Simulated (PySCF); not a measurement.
Vertical excitations of a molecule C5H9Cl from TDDFT-PBE/def2-SVPD run with PySCF 2.14.0, as energy in eV (oscillator strength): 6.60 (0.044), 6.74 (0.006), 6.83 (0.009), 6.96 (0.028), 7.01 (0.023), 7.11 (0.015), 7.16 (0.019), 7.50 (0.011), 7.55 (0.013), 7.60 (0.002). Lowest triplet (TDA): 6.24 eV. The structure is a stationary point at PBE0-D3(BJ)/def2-SVP. Other conformers were not sampled.

Q: Which molecule gave these data?
A. CC1(CCl)CC1
B. C[C@@H]1CC[C@@H]1Cl
C. C[C@H]1C[C@H](Cl)C1
D. C[C@@H]1C(Cl)[C@H]1C

A: A, CC1(CCl)CC1
